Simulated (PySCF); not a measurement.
O₂Se, SMILES O=[Se]=O. Atoms are numbered in the order given.

```xyz
3

O      0.0000    -1.3340     0.5929
Se     0.0000     0.0000    -0.2790
O      0.0000     1.3340     0.5929
```
Charge 0, spin multiplicity 1.

Geometry optimised at ωB97X-D3(BJ)/def2-TZVP.

Level of theory: TDA-PBE/def2-SVPD (PySCF).

Vertical excitations. Gas-phase values at a fixed geometry. State labels are in the subgroup C2v.

Computed lowest excited states:
```json
[
 {"state": "S1", "symmetry": "A2", "energy (eV)": "3.26", "λ (nm)": "380", "f": "0.000", "main pairs": "HOMO−1→LUMO 100 %"},
 {"state": "S2", "symmetry": "B1", "energy (eV)": "3.28", "λ (nm)": "379", "f": "0.004", "main pairs": "HOMO→LUMO 99 %"},
 {"state": "S3", "symmetry": "B2", "energy (eV)": "5.50", "λ (nm)": "226", "f": "0.039", "main pairs": "HOMO−2→LUMO 70 %, HOMO→LUMO+2 14 %, HOMO−1→LUMO+1 13 %"},
 {"state": "S4", "symmetry": "B1", "energy (eV)": "6.54", "λ (nm)": "190", "f": "0.004", "main pairs": "HOMO−3→LUMO 99 %"},
 {"state": "S5", "symmetry": "A2", "energy (eV)": "6.77", "λ (nm)": "183", "f": "0.000", "main pairs": "HOMO−5→LUMO 99 %"},
 {"state": "S6", "symmetry": "A1", "energy (eV)": "7.12", "λ (nm)": "174", "f": "0.051", "main pairs": "HOMO→LUMO+1 97 %"},
 {"state": "S7", "symmetry": "B2", "energy (eV)": "7.30", "λ (nm)": "170", "f": "0.000", "main pairs": "HOMO−1→LUMO+1 55 %, HOMO→LUMO+2 45 %"},
 {"state": "S8", "symmetry": "A1", "energy (eV)": "7.36", "λ (nm)": "168", "f": "0.002", "main pairs": "HOMO−1→LUMO+2 68 %, HOMO−4→LUMO 30 %"},
 {"state": "S9", "symmetry": "A2", "energy (eV)": "7.79", "λ (nm)": "159", "f": "0.000", "main pairs": "HOMO−2→LUMO+1 100 %"},
 {"state": "S10", "symmetry": "A1", "energy (eV)": "7.86", "λ (nm)": "158", "f": "0.004", "main pairs": "HOMO→LUMO+3 97 %"},
 {"state": "T1", "symmetry": "B1", "energy (eV)": "2.45", "λ (nm)": "506", "f": "0", "main pairs": "HOMO→LUMO 100 %"},
 {"state": "T2", "symmetry": "A2", "energy (eV)": "2.74", "λ (nm)": "452", "f": "0", "main pairs": "HOMO−1→LUMO 100 %"},
 {"state": "T3", "symmetry": "B2", "energy (eV)": "2.91", "λ (nm)": "426", "f": "0", "main pairs": "HOMO−2→LUMO 100 %"},
 {"state": "T4", "symmetry": "A1", "energy (eV)": "5.48", "λ (nm)": "226", "f": "0", "main pairs": "HOMO−4→LUMO 99 %"}
]
```
Triplets are in the Tamm–Dancoff approximation.
